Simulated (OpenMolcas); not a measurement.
As I: Slater's ratio, thermal populations, worked from levels

```
Program             : OpenMolcas 26.06
Basis               : ANO-R1 [5s4p3d1f]
Scalar Hamiltonian  : X2C, finite nucleus
Active space        : 3 electrons in 3 orbitals (4p)
State averaging     : 2S+1 = 4 odd, 1 root; 2S+1 = 2 odd, 8 roots
Spin-orbit coupling : RASSI with atomic mean-field integrals over the reference wave functions, term energies averaged over their components
```

Methods: CASSCF; SS-CASPT2, IPEA 0.25 Eh, imaginary shift 0.1 Eh (closed shells correlated: 3d 4s). Measured levels: NIST Handbook of Basic Atomic Spectroscopic Data.

**Slater's ratio.** With one set of orbitals, p3 has 2D* - 4S* = 9 F2 and 2P* - 2D* = 6 F2 (F2 = F²/25), a ratio of 2/3. Term energies are centres of gravity, weighted by 2J + 1.

| Source | 2D* - 4S* | 2P* - 4S* | F2 from the first | Ratio |
| --- | --- | --- | --- | --- |
| CASSCF | 14923 | 25014 | 1658 | 0.676 |
| SS-CASPT2 | 13658 | 22278 | 1518 | 0.631 |
| measured | 10786 | 18494 | 1198 | 0.715 |

Energies in cm-1. A ratio away from 2/3 shows effects beyond one configuration with one set of orbitals, and in heavier atoms second-order spin-orbit shifts.

**Thermal populations.** Z = Σ (2J + 1) exp(-E/kT) with k = 0.695035 cm-1/K, over the levels below. No other level of either list lies under 50600 cm-1, which is above 7 kT at each temperature.

| Level | 2J + 1 | SS-CASPT2 | measured |
| --- | --- | --- | --- |
| 4s2 4p3 4S* 3/2 | 4 | 0.0 | 0.0 |
| 4s2 4p3 2D* 3/2 | 4 | 13550 | 10593 |
| 4s2 4p3 2D* 5/2 | 6 | 13730 | 10915 |
| 4s2 4p3 2P* 1/2 | 2 | 22110 | 18186 |
| 4s2 4p3 2P* 3/2 | 4 | 22360 | 18648 |

```
T (K)  Z, SS-CASPT2  Z, measured levels  Ground level (%), SS-CASPT2  Ground level (%), measured levels
 5000         4.206               4.479                         95.1                               89.3
 8000         4.967               5.654                         80.5                               70.8
```

At 8000 K, kT = 5560 cm-1, and the computed levels give Z = 4.000 + 0.350 + 0.508 + 0.038 + 0.072 = 4.967.

Term energies are means over components that CASPT2 splits; among the terms shown or strongly mixed into the levels shown the widest spread is 200 cm-1 (4s2 4p3 2D*, SS-CASPT2). With the s shell closed, the reference lacks s² → p² mixing. Without dynamic correlation excited terms often stand tens of per cent too high (terms of higher spin than the ground term too low), and those without a measured partner can miss by more than the paired ones (holds for CASSCF). Some terms miss by over 15 % even with CASPT2, which points to a basis or an active space too small for the shells correlated (holds for SS-CASPT2). Measured partners are found by configuration, term and J. A level has none where our copy of the source lacks it or the pairing is in doubt (some pairs that miss far off the trend of their configuration count as doubtful), and it then counts in no deviation. Levels of configurations outside the active space are missing.

* marks odd parity.
